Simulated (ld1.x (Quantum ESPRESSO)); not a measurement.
Building the ultrasoft potential for boron (B) (LDA (PZ), non-relativistic).

boron, ultrasoft, made with ld1.x (Quantum ESPRESSO) 7.5 (LDA (PZ), non-relativistic). Core [He], reference 2s2 2p1. Waves: 2s (bound): rcut 1.10, rcutus 1.40 bohr; 2s channel at -0.2 Ry: rcut 1.10, rcutus 1.40 bohr; 2p (bound): rcut 1.55, rcutus 2.05 bohr; 2p channel at 1.15 Ry: rcut 1.55, rcutus 2.05 bohr. Local part: all-electron potential smoothed inside 1.05 bohr (lloc = -2). Core correction: Bessel-smoothed model core inside 0.65 bohr. Augmentation charge: PSQ, radius 1.10 bohr.

Results:

```
Cutoffs needed                            : 12 Ry and 18 Ry (the cutoffs (Ry, on a coarse ladder) from which the occupation-weighted sum of valence levels, in a spherical-Bessel basis at the reference potential, stays within 10 and 1 mRy of its value at 400 Ry)
Ghost test                                : no extra level below or beside the all-electron valence levels (s, p, d, f tested) (spherical-Bessel basis up to 400 Ry, 20 bohr box)
Largest excitation error                  : +17 meV (all-electron minus pseudo) for 2s0 2p3, out of 7 test configurations
Lowest eigenvalue of the overlap operator : 0.54 (s channel)
Density cutoff estimated by the generator : 207 Ry
```

Generation and tests took about 1.4 s on one core of a shared server CPU.
